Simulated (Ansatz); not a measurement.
The cluster Nb4⁺. The state is a doublet with charge 1. Geometry PBE-D4/def2-SVP.

```xyz
4

Nb   -1.245    0.233    0.889
Nb    0.348    1.362   -0.659
Nb    1.259   -0.464    0.770
Nb   -0.363   -1.131   -0.999
```

In the def2 sets Nb takes a core potential; there is no spin–orbit coupling. LC-ωPBE has ω = 0.4 bohr⁻¹. At r2SCANh-D4/def2-TZVP, PBE0-D4/def2-SVP, PBE0-D4/def2-TZVP, LC-ωPBE/def2-TZVP the charge 1 doublet is spin-contaminated (final ⟨S²⟩ up to 2.76, 0.75 for a pure state). The structure comes from a short search, and lower isomers may exist.

Q: Estimate the α-spin orbital energies around the gap (eV) in Ansatz with r2SCAN-D4/def2-TZVP, r2SCANh-D4/def2-TZVP, PBE0-D4/def2-SVP, PBE0-D4/def2-TZVP, LC-ωPBE/def2-TZVP.

A: 
```csv
orbital,r2SCAN-D4/def2-TZVP,r2SCANh-D4/def2-TZVP,PBE0-D4/def2-SVP,PBE0-D4/def2-TZVP,LC-ωPBE/def2-TZVP
HOMO−13,-39.34,-40.15,-40.79,-40.83,-43.28
HOMO−12,-39.27,-40.11,-40.74,-40.77,-43.24
HOMO−11,-39.24,-40.10,-40.70,-40.75,-42.94
HOMO−10,-39.21,-40.07,-40.70,-40.74,-42.93
HOMO−9,-10.35,-10.69,-11.14,-11.08,-13.26
HOMO−8,-9.63,-10.02,-10.37,-10.32,-12.64
HOMO−7,-9.35,-9.62,-10.08,-10.03,-12.19
HOMO−6,-9.27,-9.58,-9.94,-9.88,-11.95
HOMO−5,-9.13,-9.42,-9.88,-9.82,-11.85
HOMO−4,-8.66,-9.11,-9.48,-9.44,-11.76
HOMO−3,-8.37,-8.75,-9.24,-9.19,-11.55
HOMO−2,-8.18,-8.51,-8.94,-8.90,-11.27
HOMO−1,-8.18,-8.45,-8.87,-8.81,-10.80
HOMO,-7.99,-8.15,-8.63,-8.56,-10.36
LUMO,-6.64,-6.38,-6.10,-6.06,-4.00
LUMO+1,-6.48,-6.20,-5.97,-5.93,-3.98
LUMO+2,-6.30,-6.03,-5.78,-5.75,-3.77
LUMO+3,-5.99,-5.71,-5.39,-5.35,-3.17
LUMO+4,-5.85,-5.51,-5.21,-5.17,-3.00
LUMO+5,-5.45,-5.24,-4.95,-4.92,-2.88
β HOMO,-7.91,-8.26,-8.72,-8.68,-10.47
β LUMO,-7.29,-6.82,-6.57,-6.49,-4.19
```
